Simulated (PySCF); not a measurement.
# Running PySCF for LiTe

Input:

```python
from pyscf import gto, scf

mol = gto.M(
    atom='Li 0 0 0; Te 0 0 2.253',
    basis='lanl2dz',
    ecp={'Te': 'lanl2dz'},
    charge=0,
    spin=1,
    verbose=4,
)
mf = scf.UHF(mol)
mf.kernel()
mf.stability(internal=True, external=True)
mf.dip_moment()
print('orbital energies (hartree):', [e[max(0, n-3):n+3].round(4) for e, n in zip(mf.mo_energy, mol.nelec)])
```

```bash
$ python input.py
```

It prints (some set-up lines and the per-cycle HOMO/LUMO lines with their warnings removed):

```
PySCF version 2.14.0

[INPUT] verbose = 4
[INPUT] num. atoms = 2
[INPUT] num. electrons = 9
[INPUT] charge = 0
[INPUT] spin (= nelec alpha-beta = 2S) = 1
[INPUT] symmetry False subgroup None
[INPUT] Mole.unit = angstrom
[INPUT] Symbol           X                Y                Z      unit          X                Y                Z       unit  Magmom
[INPUT]  1 Li     0.000000000000   0.000000000000   0.000000000000 AA    0.000000000000   0.000000000000   0.000000000000 Bohr   0.0
[INPUT]  2 Te     0.000000000000   0.000000000000   2.253000000000 AA    0.000000000000   0.000000000000   4.257552958645 Bohr   0.0

nuclear repulsion = 4.227780646498
number of shells = 9
number of NR pGTOs = 34
number of NR cGTOs = 17
basis = lanl2dz
ecp = {'Te': 'lanl2dz'}

******** <class 'pyscf.scf.uhf.UHF'> ********
method = UHF
initial guess = minao
damping factor = 0
level_shift factor = 0
DIIS = <class 'pyscf.scf.diis.CDIIS'>
diis_start_cycle = 1
diis_space = 8
diis_damp = 0
SCF conv_tol = 1e-09
SCF conv_tol_grad = None
SCF max_cycles = 50
direct_scf = True
direct_scf_tol = 1e-13
number electrons alpha = 5  beta = 4
Set gradient conv threshold to 3.16228e-05
init E= -11.2535122234405

cycle= 1 E= -15.2992643048499  delta_E= -4.05  |g|= 0.209  |ddm|= 2.13
cycle= 2 E= -15.3236549431098  delta_E= -0.0244  |g|= 0.0351  |ddm|= 0.249
cycle= 3 E= -15.3267337033203  delta_E= -0.00308  |g|= 0.0117  |ddm|= 0.116
cycle= 4 E= -15.3273784245112  delta_E= -0.000645  |g|= 0.0046  |ddm|= 0.0451
cycle= 5 E= -15.3274955655029  delta_E= -0.000117  |g|= 0.00102  |ddm|= 0.0255
cycle= 6 E= -15.3274998802241  delta_E= -4.31e-06  |g|= 0.000312  |ddm|= 0.00589
cycle= 7 E= -15.3275004093674  delta_E= -5.29e-07  |g|= 0.000138  |ddm|= 0.00172
cycle= 8 E= -15.3275004844274  delta_E= -7.51e-08  |g|= 3.91e-05  |ddm|= 0.000672
cycle= 9 E= -15.3275004910271  delta_E= -6.6e-09  |g|= 9.49e-06  |ddm|= 0.000242
cycle= 10 E= -15.3275004914913  delta_E= -4.64e-10  |g|= 3.2e-06  |ddm|= 5.83e-05
Extra cycle  E= -15.3275004915242  delta_E= -3.29e-11  |g|= 1.74e-06  |ddm|= 1.12e-05
converged SCF energy = -15.3275004915242  <S^2> = 0.75310306  2S+1 = 2.0031007
uhf_internal: lowest eigs of H = [3.82572212e-06 4.91513168e-02 2.06079974e-01]
<class 'pyscf.scf.uhf.UHF'> wavefunction is stable in the internal stability analysis
uhf_real2complex: lowest eigs of H = [0.00079095 0.02697449 0.11144837]
<class 'pyscf.scf.uhf.UHF'> wavefunction is stable in the real -> complex stability analysis
uhf_external: lowest eigs of H = [3.57293840e-06 3.23562327e-03 2.51397427e-02]
<class 'pyscf.scf.uhf.UHF'> wavefunction is stable in the UHF/UKS -> GHF/GKS stability analysis
Dipole moment(X, Y, Z, Debye):  0.00000,  0.00000, -6.89715
orbital energies (hartree): [array([-0.3303, -0.3163, -0.2878, -0.0063,  0.0418,  0.0483]), array([-0.6587, -0.2924, -0.2619, -0.0057, -0.0042,  0.0493])]
```

In short: E(SCF) = -15.327500 Eh, 10 cycles, ⟨S²⟩ = 0.753, μz(SCF) = -6.90 D, internal stable; real -> complex stable; UHF/UKS -> GHF/GKS stable.

Wall time 0.63 s on one thread of a shared host.

The bond length is a typed value, not an optimised one. No search for the lowest solution was made.
